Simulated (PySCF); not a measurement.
**Working with the constants of RuS**

ROHF-CCSD(T) constants of RuS, ⁵Δ (quintet), unpaired electrons σ ↑, π ↑↑, δ ↑ (basis Ru def2-TZVPP with ECP28, S def2-TZVPP; scalar-relativistic core potentials; PySCF 2.14; masses 101.9043 and 31.9721 u):

* ωe: 503.5 cm⁻¹
* ωexe: 1.55 cm⁻¹
* Be: 0.1593 cm⁻¹
* αe: 0.000699 cm⁻¹
* D (centrifugal): 6.38e-08 cm⁻¹
* De to Ru (4d7 5s1) + S: 3.90 eV

(1) Give the vibrational terms G(v) and spacings up to v = 3.

(2) How well does the Morse estimate ωe²/(4ωexe) reproduce De, and what is D0?

Correlated steps freeze 5 core orbitals. These are scalar-relativistic numbers at best; spin–orbit coupling would shift them, the dissociation energy most. The CCSD T1 diagnostic is raised, a sign that a single reference may not be enough here. With d or f electrons several states lie close, and the lowest PBE0 determinant need not be the measured ground state.

Results:

(1) G(v) = ωe(v+½) − ωexe(v+½)².

```json
{"v": "0", "G(v) (cm⁻¹)": "251", "G(v) − G(v−1)": "", "Bv (cm⁻¹)": "0.1590"}
{"v": "1", "G(v) (cm⁻¹)": "752", "G(v) − G(v−1)": "500", "Bv (cm⁻¹)": "0.1583"}
{"v": "2", "G(v) (cm⁻¹)": "1249", "G(v) − G(v−1)": "497", "Bv (cm⁻¹)": "0.1576"}
{"v": "3", "G(v) (cm⁻¹)": "1743", "G(v) − G(v−1)": "494", "Bv (cm⁻¹)": "0.1569"}
```

(2) It gives 5.07 eV, 130 % of the computed De. D0 = De − G(0) = 3.90 − 0.03 = 3.87 eV.
